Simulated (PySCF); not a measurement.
Relaxation of singlet TeO2(OH)2

These are results of PBE0/[Te def2-SVP with ECP28, O def2-SVP, H def2-SVP], scalar-relativistic core potentials, density fitting, no spin–orbit coupling, PySCF, not measurements. A (50,194) grid was used.

A hand-made see-saw (ligand arrangement 1) (heavy-atom frame) start, of C2 symmetry, held to at least that symmetry:

```xyz
7
charge 0 multiplicity 1, angstrom
Te    0.0000    0.0000   -0.2429
O     0.0000    1.8430   -0.0817
O     0.0000   -1.8430   -0.0817
O     1.5681    0.0000    0.9823
O    -1.5681    0.0000    0.9823
H     2.0544   -0.7354    1.3622
H    -2.0544    0.7354    1.3622
```

Optimiser trace:
| step | E − E(last) (kJ/mol) | largest gradient (Eh/bohr) |
| --- | --- | --- |
| 0 | 237.96 | 0.11394 |
| 1 | 118.14 | 0.04586 |
| 2 | 53.90 | 0.02642 |
| 3 | 25.80 | 0.01345 |
| 4 | 7.38 | 0.00806 |
| 5 | 1.84 | 0.01439 |
| 6 | 0.44 | 0.00363 |
| 7 | 0.09 | 0.00131 |
| 8 | 0.03 | 0.00106 |
| 9 | 0.02 | 0.00091 |
| 10 | 0.01 | 0.00027 |
| 11 | 0.00 | 0.00021 |

It ends at C2 with O–H 0.972 Å (×2), Te–O 1.801 Å (×2), Te–O 1.945 Å (×2); H–O–Te 107.6° (×2), O–Te–O 98.9°, O–Te–O 105.2° (×2), O–Te–O 106.4° (×2), O–Te–O 130.5° (after a last refinement on a finer grid). A frequency run shows a minimum.

Final geometry:
```xyz
7
charge 0 multiplicity 1, angstrom
Te    0.0000    0.0000   -0.1066
O    -0.1142    1.6314   -0.8602
O     0.1142   -1.6314   -0.8602
O     1.4755    0.0827    1.1582
O    -1.4755   -0.0827    1.1582
H     1.8266   -0.8176    1.2592
H    -1.8266    0.8176    1.2592
```
